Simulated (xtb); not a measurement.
In(OH)2(SiH3) (H₅InO₂Si), SMILES [OH][In]([OH])[SiH3]. All values are semi-empirical tight-binding results from xtb (GFN2-xTB unless named), good for trends rather than for accurate numbers. Geometry optimised at GFN2-xTB. The structure was generated by enumeration; whether it is a known compound was not checked. The values are those of a single conformer.

For metal compounds this method's bond lengths and energies can be far off.

```json
{
  "orbital_gap": "3.52 eV",
  "zero_point_energy": "28.5 kcal/mol",
  "G − E(el) at 298.15 K (modified RRHO)": "6.4 kcal/mol"
}
```
